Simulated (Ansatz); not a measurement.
Ansatz (a first-principles code) input (B3LYP-D3(BJ)/def2-TZVP):

Ansatz 0.2 input:
```yaml
crystal:
  periodic: [false, false, false]
  atoms:
    - {symbol: Si, position_ang: [0.39538432, -0.15858904, 0.00186846]}
    - {symbol: O, position_ang: [0.52764660, 1.36735556, 0.00686924]}
    - {symbol: O, position_ang: [-0.99138382, -1.02312004, -0.00862222]}
    - {symbol: H, position_ang: [-1.82548265, -0.53363761, -0.01213457]}
basis:
  gaussian:
    orbitals: def2-TZVP
hamiltonian:
  xc: b3lyp
  dispersion: d3bj
magnetization: {spin_polarized: true, initial_magnetization: 1}
phonons: {temperatures: {t_min: 298.15, t_max: 298.15, t_step: 100}}
```

Output:

```
Functional definition: B3LYP
integrals: 0.02 GiB planned
607 factors; their error is unknown
mean field: 0.34 GiB planned
mean field evaluation 1: about -11978.0566 eV, gradient 6.1e1 eV
mean field evaluation 2: about -11890.9994 eV, gradient 1.4e2 eV
mean field evaluation 4: about -11990.2706 eV, gradient 1.3e1 eV
mean field evaluation 8: about -11990.7758 eV, gradient 9.1e-2 eV
mean field evaluation 16: about -11990.8061 eV, gradient 6.7e-5 eV
mean field -11990.80610476 eV, -440.6539966895 hartree, gradient 2.9e-5 eV, S^2 0.754622; 0 other end points of the search recorded, 0 dependent functions left out
the calculation of the forces begins
reference -11990.80629488 eV, -440.6540036762 hartree; 16, 15 occupied and 89, 90 virtual orbitals, 607 factors
these checks for a lower state are left out or cut short: stability, starts, cluster_reference, orbital_swaps, neighbouring_geometries, increment
integrals: 0.02 GiB planned
607 factors; their error is unknown
mean field: 0.34 GiB planned
mean field -11990.80602167 eV, -440.6539936363 hartree, gradient 1.7e-6 eV, S^2 0.754638; 0 other end points of the search recorded, 0 dependent functions left out
the calculation of the forces begins
reference -11990.80621179 eV, -440.6540006228 hartree; 16, 15 occupied and 89, 90 virtual orbitals, 607 factors
these checks for a lower state are left out or cut short: stability, starts, cluster_reference, orbital_swaps, neighbouring_geometries, increment
integrals: 0.02 GiB planned
607 factors; their error is unknown
mean field: 0.34 GiB planned
mean field evaluation 32: about -11990.8060 eV, gradient 1.2e-6 eV
mean field -11990.80601081 eV, -440.6539932372 hartree, gradient 1.2e-6 eV, S^2 0.754606; 0 other end points of the search recorded, 0 dependent functions left out
the calculation of the forces begins
reference -11990.80620094 eV, -440.6540002241 hartree; 16, 15 occupied and 89, 90 virtual orbitals, 607 factors
these checks for a lower state are left out or cut short: stability, starts, cluster_reference, orbital_swaps, neighbouring_geometries, increment
integrals: 0.02 GiB planned
607 factors; their error is unknown
mean field: 0.34 GiB planned
mean field -11990.80601683 eV, -440.6539934581 hartree, gradient 2.7e-6 eV, S^2 0.754656; 0 other end points of the search recorded, 0 dependent functions left out
the calculation of the forces begins
reference -11990.80620694 eV, -440.6540004446 hartree; 16, 15 occupied and 89, 90 virtual orbitals, 607 factors
these checks for a lower state are left out or cut short: stability, starts, cluster_reference, orbital_swaps, neighbouring_geometries, increment
integrals: 0.02 GiB planned
607 factors; their error is unknown
mean field: 0.34 GiB planned
mean field -11990.80601550 eV, -440.6539934095 hartree, gradient 2.7e-6 eV, S^2 0.754588; 0 other end points of the search recorded, 0 dependent functions left out
the calculation of the forces begins
reference -11990.80620563 eV, -440.6540003966 hartree; 16, 15 occupied and 89, 90 virtual orbitals, 607 factors
these checks for a lower state are left out or cut short: stability, starts, cluster_reference, orbital_swaps, neighbouring_geometries, increment
integrals: 0.02 GiB planned
607 factors; their error is unknown
mean field: 0.34 GiB planned
mean field -11990.80611179 eV, -440.6539969479 hartree, gradient 2.4e-6 eV, S^2 0.754617; 0 other end points of the search recorded, 0 dependent functions left out
the calculation of the forces begins
reference -11990.80630193 eV, -440.6540039356 hartree; 16, 15 occupied and 89, 90 virtual orbitals, 607 factors
these checks for a lower state are left out or cut short: stability, starts, cluster_reference, orbital_swaps, neighbouring_geometries, increment
integrals: 0.02 GiB planned
607 factors; their error is unknown
mean field: 0.34 GiB planned
mean field -11990.80608336 eV, -440.6539959030 hartree, gradient 2.2e-6 eV, S^2 0.754627; 0 other end points of the search recorded, 0 dependent functions left out
the calculation of the forces begins
reference -11990.80627345 eV, -440.6540028888 hartree; 16, 15 occupied and 89, 90 virtual orbitals, 607 factors
these checks for a lower state are left out or cut short: stability, starts, cluster_reference, orbital_swaps, neighbouring_geometries, increment
integrals: 0.02 GiB planned
607 factors; their error is unknown
mean field: 0.34 GiB planned
mean field evaluation 64: about -11990.8060 eV, gradient 1.5e-6 eV
mean field -11990.80601468 eV, -440.6539933792 hartree, gradient 1.5e-6 eV, S^2 0.754592; 0 other end points of the search recorded, 0 dependent functions left out
the calculation of the forces begins
reference -11990.80620479 eV, -440.6540003655 hartree; 16, 15 occupied and 89, 90 virtual orbitals, 607 factors
these checks for a lower state are left out or cut short: stability, starts, cluster_reference, orbital_swaps, neighbouring_geometries, increment
integrals: 0.02 GiB planned
607 factors; their error is unknown
mean field: 0.34 GiB planned
mean field -11990.80604117 eV, -440.6539943528 hartree, gradient 1.5e-6 eV, S^2 0.754653; 0 other end points of the search recorded, 0 dependent functions left out
the calculation of the forces begins
reference -11990.80623131 eV, -440.6540013401 hartree; 16, 15 occupied and 89, 90 virtual orbitals, 607 factors
these checks for a lower state are left out or cut short: stability, starts, cluster_reference, orbital_swaps, neighbouring_geometries, increment
integrals: 0.02 GiB planned
607 factors; their error is unknown
mean field: 0.34 GiB planned
mean field -11990.80591351 eV, -440.6539896613 hartree, gradient 1.1e-6 eV, S^2 0.754613; 0 other end points of the search recorded, 0 dependent functions left out
the calculation of the forces begins
reference -11990.80610370 eV, -440.6539966505 hartree; 16, 15 occupied and 89, 90 virtual orbitals, 607 factors
these checks for a lower state are left out or cut short: stability, starts, cluster_reference, orbital_swaps, neighbouring_geometries, increment
integrals: 0.02 GiB planned
607 factors; their error is unknown
mean field: 0.34 GiB planned
mean field -11990.80592898 eV, -440.6539902297 hartree, gradient 1.1e-6 eV, S^2 0.754631; 0 other end points of the search recorded, 0 dependent functions left out
the calculation of the forces begins
reference -11990.80611903 eV, -440.6539972140 hartree; 16, 15 occupied and 89, 90 virtual orbitals, 607 factors
these checks for a lower state are left out or cut short: stability, starts, cluster_reference, orbital_swaps, neighbouring_geometries, increment
integrals: 0.02 GiB planned
607 factors; their error is unknown
mean field: 0.34 GiB planned
mean field -11990.80607543 eV, -440.6539956120 hartree, gradient 2.7e-6 eV, S^2 0.754617; 0 other end points of the search recorded, 0 dependent functions left out
the calculation of the forces begins
reference -11990.80626560 eV, -440.6540026004 hartree; 16, 15 occupied and 89, 90 virtual orbitals, 607 factors
these checks for a lower state are left out or cut short: stability, starts, cluster_reference, orbital_swaps, neighbouring_geometries, increment
integrals: 0.02 GiB planned
607 factors; their error is unknown
mean field: 0.34 GiB planned
mean field evaluation 96: about -11990.8061 eV, gradient 2.1e-6 eV
mean field -11990.80606011 eV, -440.6539950487 hartree, gradient 2.1e-6 eV, S^2 0.754627; 0 other end points of the search recorded, 0 dependent functions left out
the calculation of the forces begins
reference -11990.80625018 eV, -440.6540020338 hartree; 16, 15 occupied and 89, 90 virtual orbitals, 607 factors
these checks for a lower state are left out or cut short: stability, starts, cluster_reference, orbital_swaps, neighbouring_geometries, increment
integrals: 0.02 GiB planned
607 factors; their error is unknown
mean field: 0.34 GiB planned
mean field -11990.80597218 eV, -440.6539918175 hartree, gradient 1.4e-6 eV, S^2 0.754620; 0 other end points of the search recorded, 0 dependent functions left out
the calculation of the forces begins
reference -11990.80616221 eV, -440.6539988010 hartree; 16, 15 occupied and 89, 90 virtual orbitals, 607 factors
these checks for a lower state are left out or cut short: stability, starts, cluster_reference, orbital_swaps, neighbouring_geometries, increment
integrals: 0.02 GiB planned
607 factors; their error is unknown
mean field: 0.34 GiB planned
mean field -11990.80599596 eV, -440.6539926911 hartree, gradient 1.5e-6 eV, S^2 0.754624; 0 other end points of the search recorded, 0 dependent functions left out
the calculation of the forces begins
reference -11990.80618616 eV, -440.6539996812 hartree; 16, 15 occupied and 89, 90 virtual orbitals, 607 factors
these checks for a lower state are left out or cut short: stability, starts, cluster_reference, orbital_swaps, neighbouring_geometries, increment
integrals: 0.02 GiB planned
607 factors; their error is unknown
mean field: 0.34 GiB planned
mean field -11990.80608848 eV, -440.6539960915 hartree, gradient 2.8e-6 eV, S^2 0.754624; 0 other end points of the search recorded, 0 dependent functions left out
the calculation of the forces begins
reference -11990.80627858 eV, -440.6540030773 hartree; 16, 15 occupied and 89, 90 virtual orbitals, 607 factors
these checks for a lower state are left out or cut short: stability, starts, cluster_reference, orbital_swaps, neighbouring_geometries, increment
integrals: 0.02 GiB planned
607 factors; their error is unknown
mean field: 0.34 GiB planned
mean field -11990.80607862 eV, -440.6539957292 hartree, gradient 2.2e-6 eV, S^2 0.754620; 0 other end points of the search recorded, 0 dependent functions left out
the calculation of the forces begins
reference -11990.80626877 eV, -440.6540027169 hartree; 16, 15 occupied and 89, 90 virtual orbitals, 607 factors
Total energy: -11990.90521169 eV, -440.6576388023 hartree
Atom 0 at     0.395384    -0.158589     0.001868 Å, force    -0.000251    -0.000447    -0.000003 eV/Å
Atom 1 at     0.527647     1.367356     0.006869 Å, force    -0.000044     0.000263     0.000000 eV/Å
Atom 2 at    -0.991384    -1.023120    -0.008622 Å, force     0.000282     0.000074     0.000002 eV/Å
Atom 3 at    -1.825483    -0.533638    -0.012135 Å, force     0.000012     0.000111     0.000000 eV/Å
Dipole moment:    -0.316964    -0.463878    -0.003136 e Å
Vibrations: 282.96 387.48 752.87 871.96 1172.49 3774.77 cm⁻¹, zero-point energy 0.448980 eV
```

It need not be the lowest isomer of its formula.
